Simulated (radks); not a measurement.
Species: the palladium ion Pd2+. Configuration: [Kr] 4d8 (the NIST ground configuration).

Calculated with a radial shooting solver on a logarithmic mesh with Libxc functionals: non-relativistic Kohn-Sham, PBE, spin-polarised, spherical densities, point nucleus; open shells are filled with parallel spins first (spin-orbit coupling, left out, can overturn this in heavy ions); relativity is left out, which matters for an element this heavy.

Energy parts (hartree):
part                        energy
total                  -4938.70446
kinetic                 4936.61368
electron-nucleus      -11725.54281
Hartree                 1990.29865
exchange-correlation    -140.07399

Orbitals (lengths in bohr, moments of r in powers of bohr; <r^-3> diverges for s and p1/2):
1s up: occ. 1; eigenvalue (hartree) -862.1298; <1/r> 45.48
1s down: occ. 1; eigenvalue (hartree) -862.1298; <1/r> 45.48
2s up: occ. 1; eigenvalue (hartree) -124.1757; <1/r> 10.33
2s down: occ. 1; eigenvalue (hartree) -124.1620; <1/r> 10.33
2p up: occ. 3; eigenvalue (hartree) -115.3972; <1/r> 10.33; <r^-3> 3098
2p down: occ. 3; eigenvalue (hartree) -115.3871; <1/r> 10.33; <r^-3> 3098
3s up: occ. 1; eigenvalue (hartree) -23.04668; <1/r> 3.658
3s down: occ. 1; eigenvalue (hartree) -23.04032; <1/r> 3.658
3p up: occ. 3; eigenvalue (hartree) -19.54051; <1/r> 3.573; <r^-3> 538.5
3p down: occ. 3; eigenvalue (hartree) -19.53303; <1/r> 3.573; <r^-3> 538.4
3d up: occ. 5; eigenvalue (hartree) -13.07144; <1/r> 3.416; <r^-3> 83.23
3d down: occ. 5; eigenvalue (hartree) -13.05955; <1/r> 3.416; <r^-3> 83.22
4s up: occ. 1; eigenvalue (hartree) -3.84536; <1/r> 1.404
4s down: occ. 1; eigenvalue (hartree) -3.79021; <1/r> 1.406
4p up: occ. 3; eigenvalue (hartree) -2.75938; <1/r> 1.290; <r^-3> 87.14
4p down: occ. 3; eigenvalue (hartree) -2.70319; <1/r> 1.291; <r^-3> 87.46
4d up: occ. 5; eigenvalue (hartree) -1.04206; <1/r> 0.9840; <r^-3> 8.207
4d down: occ. 3; eigenvalue (hartree) -0.98826; <1/r> 0.9785; <r^-3> 8.138

The highest occupied level is 4d down at -26.892 eV. For comparison, the ionisation energy in NIST's Atomic Spectra Database is 32.930 eV (semi-empirical). In exact Kohn-Sham theory the highest level is minus the ionisation energy, but local and semilocal functionals leave it too shallow, through self-interaction and a potential that decays too fast; potentials with the right tail come closer. Summed over all electrons, <r^2> = 30.42 bohr^2, which gives a Langevin (diamagnetic) susceptibility term of -24.1 x 10^-6 cm^3/mol. Spin moment in Bohr magnetons: 2. Virial ratio -V/T = 2.00042. The spin density at the nucleus is -0.7272 e/bohr^3 (1s -0.0178, 2s -0.3420, 3s 0.0769, 4s -0.4442). The electron density at the nucleus is 6.821e+04 e/bohr^3. The density falls to 0.001 e/bohr^3 at r = 3.34 bohr.
